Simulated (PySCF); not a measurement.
Vertical excitations of a molecule C₅H₄F₂O from TDA-ωB97X/def2-SVPD (PySCF 2.14.0), as energy in eV (oscillator strength): 6.44 (0.000), 6.75 (0.004), 6.81 (0.001), 8.38 (0.064), 8.41 (0.075), 8.90 (0.003). Lowest triplet (TDA): 5.34 eV. Geometry optimised at B3LYP-D3(BJ)/def2-SVP. Other conformers were not sampled.

Which molecule gave these data?
A. O=C1CC=C(F)[C@@H]1F
B. F/C=C/[C@H]1OC=C1F
C. FC(F)=C1C=COC1
D. C#C[C@@H]1COC1(F)F

D, C#C[C@@H]1COC1(F)F
